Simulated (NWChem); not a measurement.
silicon monosulfide (SiS, singlet); SMILES [Si]=S

Program: NWChem. Low-valent species are run as closed-shell singlets; no triplet was tried in these runs. Structure relaxed at the PBE0-D3(BJ)/def2-TZVP level.

**Question.** Estimate the computed values for OLYP/def2-SVP. Quantities: highest occupied level (eV); orbital gap (eV); dipole (D).

**Answer.** The highest occupied level (eV) comes out as -6.70 and the orbital gap (eV) is 3.92. The dipole (D) is 1.31.
